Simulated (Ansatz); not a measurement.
Geometry optimisation, RKS PBE0-D4/STO-3G in Ansatz 0.2.0.

The input (input.yaml):

```yaml
crystal:
  periodic: [false, false, false]
  atoms:
    - { symbol: C, position_ang: [-1.5937, 1.6511, 0.0507] }
    - { symbol: S, position_ang: [0.1522, 1.5745, 0.1459] }
    - { symbol: Si, position_ang: [0.5331, -0.413, -0.5069] }
    - { symbol: C, position_ang: [0.0392, -1.6126, 0.7449] }
    - { symbol: "N", position_ang: [2.2569, -0.4302, -0.6606] }
    - { symbol: H, position_ang: [-2.1203, 0.9902, 0.7061] }
    - { symbol: H, position_ang: [-1.9553, 1.5237, -0.9819] }
    - { symbol: H, position_ang: [-1.9154, 2.7175, 0.3317] }
    - { symbol: H, position_ang: [-0.0082, -0.6078, -1.7924] }
    - { symbol: H, position_ang: [0.2223, -2.6473, 0.4852] }
    - { symbol: H, position_ang: [0.3916, -1.4423, 1.7572] }
    - { symbol: H, position_ang: [-1.1039, -1.5706, 0.8751] }
    - { symbol: H, position_ang: [2.6037, -0.0367, 0.2065] }
    - { symbol: H, position_ang: [2.485, 0.2744, -1.3328] }
basis:
  gaussian: { orbitals: STO-3G }
hamiltonian:
  xc: pbe0
  dispersion: d4
relax:
  f_tol: 0.02
  max_steps: 40
output:
  orbitals: {}
```

Launched with:

```bash
$ ansatz run input.yaml --threads 1 --pin off --max-ram 2048MiB --backend cpu --events-out ev --progress --plain --runs-dir out
```

Problem. Where does it end, and by what steps?

Solution. The forces met the threshold. The force dipped under the threshold on the way, but the program's further checks kept it going. Limits of this set-up: minimal basis. After 10 steps the energy has fallen by 0.601 eV; H13 moved furthest, 0.40 Å.

```csv
step,energy less start (eV),largest force component (eV/Å),accepted
0,0.0000,3.843,yes
1,-0.5463,0.804,yes
2,-0.5845,0.377,yes
3,-0.5945,0.195,yes
4,-0.5988,0.100,yes
5,-0.5997,0.068,yes
6,-0.5997,0.102,no
7,-0.6008,0.021,yes
8,-0.6011,0.014,yes
9,-0.6014,0.025,yes
10,-0.6015,0.017,yes
```

```xyz
14
Properties=species:S:1:pos:R:3
C -1.680 1.665 0.000
S 0.106 1.711 0.306
Si 0.547 -0.253 -0.419
C -0.003 -1.567 0.794
N 2.270 -0.496 -0.720
H -2.199 0.917 0.618
H -1.925 1.459 -1.052
H -2.100 2.647 0.252
H -0.141 -0.438 -1.680
H 0.192 -2.565 0.390
H 0.528 -1.481 1.747
H -1.074 -1.493 1.002
H 2.824 -0.370 0.157
H 2.643 0.236 -1.367
```

Whether the end is a true minimum wasn't checked by a vibrational analysis.

Time of the run: 27 s on 1 thread of Intel(R) Xeon(R) Platinum 8488C (Sapphire Rapids), with other jobs on the host, peak memory 0.17 GiB.
